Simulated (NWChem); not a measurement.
System: CH₃ClHfS; SMILES [CH3][Hf](=[S])[Cl]

Here is an NWChem input.

```
start job
memory heap 200 mb stack 900 mb global 1100 mb
geometry units angstroms noautoz
  Hf    -0.170224    -0.017835     0.698126
  S      0.954312     1.807944     0.104719
  Cl     0.479277    -1.846214    -0.643146
  C     -2.217355     0.452656     0.039468
  H     -2.901315    -0.407121     0.227048
  H     -2.235839     0.674053    -1.049068
  H     -2.612543     1.356461     0.554563
end
basis spherical
  * library def2-svp
end
ecp
  Hf library def2-ecp
end
dft
  xc xctpssh
  iterations 150
  mulliken
end
task dft energy
```

Structure relaxed at the PBE-D3(BJ)/def2-SVP level. def2 effective core potentials on Hf; no spin-orbit coupling.

### Question
Give the results of this calculation. (TPSSh/def2-SVP with def2 effective core potentials on Hf.) Quantities: energy (Ha); highest occupied level (eV); orbital gap (eV); dipole (D).

### Answer
```json
{
  "energy (Ha)": "-946.16",
  "highest occupied level (eV)": "-6.39",
  "orbital gap (eV)": "3.11",
  "dipole (D)": "5.84"
}
```
